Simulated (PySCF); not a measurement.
C4F5, doublet, geometry from GFN2-xTB. Base run: SVWN5/def2-SVP (PySCF).

PySCF was given this input:
```python
from pyscf import gto, scf, dft

mol = gto.M(
    atom='''
F     3.105387   -0.155701    0.756500
C     2.249396   -0.206550   -0.245340
F     2.850286   -0.395806   -1.403874
C     0.908956   -0.082459   -0.101175
C    -0.299175    0.037237    0.029529
C    -1.738242    0.161569    0.189555
F    -2.066030    0.478724    1.447784
F    -2.253936    1.111153   -0.606033
F    -2.382997   -0.978235   -0.109422
''',
    basis='def2-svp',
    charge=0,
    spin=1,
    verbose=4,
)

mf = dft.UKS(mol)
mf.xc = 'lda,vwn'
mf.kernel()
```

Variants of this job, named by their change:

```tsv
change	ΔE vs base (µEh)	fitting functions	dipole (D)
base	0.0	-	1.41
auxbasis = cc-pvqz-jkfit	-183	954	1.41
auxbasis = cc-pvtz-ri	-711	729	1.41
auxbasis = even-tempered beta=2.0	-197	1089	1.41
auxbasis = def2-universal-jkfit	-155	685	1.41
auxbasis = even-tempered beta=3.0	-1075	737	1.41
auxbasis = default (with mf = mf.density_fit())	-425	441	1.41
auxbasis = cc-pvtz-jkfit	-286	711	1.41
auxbasis = autoaux	-179	999	1.41
auxbasis = def2-tzvp-ri	-549	684	1.41
```

A fitting set is made for a task (jfit for Coulomb, jkfit for Coulomb and exchange, ri for correlation) and for a family of orbital bases.

Open shells are given as the SCF converged; they aren't shown to be the lowest states, and a large step between rows can be another state.
